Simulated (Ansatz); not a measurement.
Zn₂Br₄, relaxed as a singlet with RKS r2SCAN-D4/def2-SVP in Ansatz, starting from the GFN1-xTB geometry. Force threshold 0.02 eV/Å.

The structure comes from a short search, and lower isomers may exist.

Start:

```xyz
6

Zn    0.308   -1.267   -1.015
Zn   -0.279    1.249    1.045
Br    0.647   -2.946   -2.495
Br    0.257    1.182   -1.367
Br   -0.185   -1.198    1.408
Br   -0.748    2.981    2.424
```

Question: Estimate the energy that the relaxation releases and the steps that it takes.

Answer: 0.03 eV, in 3 steps; 16 s on 4 threads of Arm Neoverse V1 on a shared host. No frequencies were taken in this run, so the end may be a saddle point.

Question: Does the start keep its bonding and symmetry?

Answer: By distances, no bond broke or formed. The bond that changes most is Zn1–Br5, from 2.47 to 2.43 Å (atoms count from 1). Point group Cs at the start, C2v at the end, both within 0.05 Å; within 0.015 Å the end is Cs.

Question: Predict the relaxed structure.

Answer: 
```xyz
6

Zn    0.2958   -1.2286   -0.9979
Zn   -0.2767    1.2192    1.0146
Br    0.6390   -2.9104   -2.4399
Br    0.2559    1.1802   -1.3585
Br   -0.1810   -1.1864    1.3871
Br   -0.7330    2.9259    2.3946
```
Bond lengths (bridged metal pairs left out): 6 × Br–Zn 2.24 to 2.44 Å.
